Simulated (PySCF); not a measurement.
SMILES c1ccc(C2CC2)cc1 (GFN2-xTB optimised geometry):

```
19

C      2.109    -1.566     3.389
C      0.906    -0.906     3.574
C      0.161    -0.492     2.486
C      0.604    -0.730     1.188
C     -0.163    -0.299     0.000
C     -1.670    -0.299     0.000
C     -0.931     0.998     0.000
C      1.815    -1.395     1.015
C      2.561    -1.809     2.103
H      2.690    -1.888     4.241
H      0.546    -0.713     4.575
H     -0.774     0.022     2.654
H      0.312    -0.569    -0.936
H     -2.175    -0.606     0.903
H     -2.175    -0.605    -0.904
H     -0.924     1.588     0.904
H     -0.926     1.589    -0.903
H      2.175    -1.589     0.015
H      3.499    -2.323     1.947
```

Calculation: PBE/def2-SVP (PySCF).

Problem. What are the frontier orbital energies and the dipole moment?

Solution. HOMO-2 -7.16 eV, HOMO-1 -6.16 eV, HOMO -5.61 eV, LUMO -0.92 eV, LUMO+1 -0.79 eV; dipole moment 0.57 D.

Meta-Löwdin charges at PBE/def2-SVP: C1 -0.12, C2 -0.10, C3 -0.13, C4 0.02, C5 -0.09, C6 -0.21, C7 -0.21, C8 -0.12, C9 -0.10, H10 0.10, H11 0.10, H12 0.10, H13 0.10, H14 0.11, H15 0.11, H16 0.11, H17 0.11, H18 0.10, H19 0.11.
